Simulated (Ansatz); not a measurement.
A calculation with Ansatz (development build ahead of 0.2.0).

```yaml
crystal:
  periodic: [false, false, false]
  atoms:
    - { symbol: Cu, position_ang: [0.0, 0.0, 0.0] }
    - { symbol: F, position_ang: [0.0, 0.0, 1.7] }
    - { symbol: F, position_ang: [0.0, 0.0, -1.7] }
basis:
  gaussian: { orbitals: def2-SVP }
magnetization:
  initial_magnetization: 1
hamiltonian:
  xc: pbe0
scf:
  omitted_lower_state_checks: [starts, atomic_configurations, cluster_reference, orbital_swaps, given_window_search, neighbouring_geometries, increment]
output:
  forces: true
```

The input is written out in the form of the current development build from the run's settings.

The run gave:

- Converged: yes
- Total energy: -1839.36174 hartree
- Spin squared of the determinant: 0.750
- Stability test: minimum among restricted orbitals

Forces (eV/Å):
```json
{"atom": "Cu1", "Fx": "0.000", "Fy": "0.000", "Fz": "0.000"}
{"atom": "F2", "Fx": "0.000", "Fy": "0.000", "Fz": "0.765"}
{"atom": "F3", "Fx": "0.000", "Fy": "0.000", "Fz": "-0.765"}
```
